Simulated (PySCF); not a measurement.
Radial density of Cl+ (chlorine, charge +1)

M06-2X, [Ne] 3s1 3p5, high-spin 3P determinant (an excited configuration). Calculation: PySCF 2.14, in ANO-RCC-VTZP (5s4p2d1f, 34 functions); scalar relativity by spin-free X2C-1e.

```json
{"r (bohr)": "0.00121", "4πr²ρ (e/bohr)": "0.07174", "4πr²(ρα − ρβ)": "0.0003"}
{"r (bohr)": "0.00203", "4πr²ρ (e/bohr)": "0.1863", "4πr²(ρα − ρβ)": "0.0007"}
{"r (bohr)": "0.00341", "4πr²ρ (e/bohr)": "0.4803", "4πr²(ρα − ρβ)": "0.0019"}
{"r (bohr)": "0.00574", "4πr²ρ (e/bohr)": "1.208", "4πr²(ρα − ρβ)": "0.0048"}
{"r (bohr)": "0.00965", "4πr²ρ (e/bohr)": "2.896", "4πr²(ρα − ρβ)": "0.0115"}
{"r (bohr)": "0.0162", "4πr²ρ (e/bohr)": "6.394", "4πr²(ρα − ρβ)": "0.0252"}
{"r (bohr)": "0.0273", "4πr²ρ (e/bohr)": "12.22", "4πr²(ρα − ρβ)": "0.0469"}
{"r (bohr)": "0.0459", "4πr²ρ (e/bohr)": "18.32", "4πr²(ρα − ρβ)": "0.0654"}
{"r (bohr)": "0.0772", "4πr²ρ (e/bohr)": "18.83", "4πr²(ρα − ρβ)": "0.0603"}
{"r (bohr)": "0.130", "4πr²ρ (e/bohr)": "13.79", "4πr²(ρα − ρβ)": "0.0937"}
{"r (bohr)": "0.219", "4πr²ρ (e/bohr)": "16.15", "4πr²(ρα − ρβ)": "0.3076"}
{"r (bohr)": "0.368", "4πr²ρ (e/bohr)": "18.47", "4πr²(ρα − ρβ)": "0.2618"}
{"r (bohr)": "0.618", "4πr²ρ (e/bohr)": "7.125", "4πr²(ρα − ρβ)": "0.0617"}
{"r (bohr)": "1.04", "4πr²ρ (e/bohr)": "3.767", "4πr²(ρα − ρβ)": "1.3386"}
{"r (bohr)": "1.75", "4πr²ρ (e/bohr)": "3.349", "4πr²(ρα − ρβ)": "1.1095"}
{"r (bohr)": "2.94", "4πr²ρ (e/bohr)": "0.5620", "4πr²(ρα − ρβ)": "0.0995"}
{"r (bohr)": "4.95", "4πr²ρ (e/bohr)": "0.01158", "4πr²(ρα − ρβ)": "-0.0013"}
```

Densities and radii are taken from the X2C orbitals without a picture-change correction, which distorts them close to the nucleus.
